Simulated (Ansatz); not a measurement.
`[Cl][Al]([Br])[Br]` and `[Cl][Al]([Cl])[Br]` differ in one atom or group.

Ansatz, PBE0-D4/def2-TZVP geometries, multiplicity 1. 

Scalar relativity is left out up to krypton. Spin–orbit coupling is left out; it splits and shifts lone-pair levels of the heavy atoms by tenths of an eV.

```json
{"property": "zero-point energy (PBE0-D4/def2-TZVP) / kJ/mol", "`[Cl][Al]([Br])[Br]`": "10.6"}
{"property": "size of the dipole moment (ωB97M-V/def2-TZVPP) / D", "`[Cl][Al]([Br])[Br]`": "0.11"}
{"property": "LUMO energy (ωB97M-V/def2-TZVPP) / eV", "`[Cl][Al]([Br])[Br]`": "0.29"}
{"property": "HOMO energy (ωB97M-V/def2-TZVPP) / eV", "`[Cl][Al]([Br])[Br]`": "-10.97"}
{"property": "HOMO–LUMO gap (ωB97M-V/def2-TZVPP) / eV", "`[Cl][Al]([Br])[Br]`": "11.26"}
{"property": "HOMO–LUMO gap (B3LYP/def2-TZVPP) / eV", "`[Cl][Al]([Br])[Br]`": "6.78"}
```

**Question.** Give the same properties after the change, and the shifts. (Estimate.)

**Answer.** Computed: 
```csv
property,`[Cl][Al]([Cl])[Br]`,shift
zero-point energy (PBE0-D4/def2-TZVP) / kJ/mol,11.7,1.1
size of the dipole moment (ωB97M-V/def2-TZVPP) / D,0.12,0.01
LUMO energy (ωB97M-V/def2-TZVPP) / eV,0.39,0.10
HOMO energy (ωB97M-V/def2-TZVPP) / eV,-11.17,-0.20
HOMO–LUMO gap (ωB97M-V/def2-TZVPP) / eV,11.56,0.30
HOMO–LUMO gap (B3LYP/def2-TZVPP) / eV,7.05,0.27
```

With PBE0 the HOMO falls by 0.18 eV and the LUMO rises by 0.10 eV, so the gap widens by about 0.28 eV. PBE moves the HOMO by -0.16 eV and ωB97M-V by -0.20 eV. Dipoles are sizes alone; their direction can turn.

B3LYP here is the variant with VWN-RPA as its local correlation; programs differ in this.
